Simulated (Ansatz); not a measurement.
def2 core potentials replace the inner electrons of Te.

Species: C2H4OTe, SMILES `C=C[Te]O` with one electron removed (charge 1, multiplicity 2).

### Question
Give a relaxed geometry from B3LYP-D3(BJ)/def2-SVP in Ansatz (a program for electronic structure).

### Answer
This is not unique; one that fits is the end point of this relaxation, one of several conformers (outside a Z-matrix the atoms follow the SMILES, hydrogens last).
Bonded distances (Å): C1–C2 1.348, C1–H5 1.096, C1–H6 1.094, C2–Te3 2.078, C2–H7 1.096, Te3–O4 1.958, O4–H8 0.976. Bond angles (°): C2–C1–H5 119.4, C2–C1–H6 122.8, H5–C1–H6 117.8, C1–C2–Te3 122.0, C1–C2–H7 124.2, Te3–C2–H7 113.8, C2–Te3–O4 92.5, Te3–O4–H8 112.9.
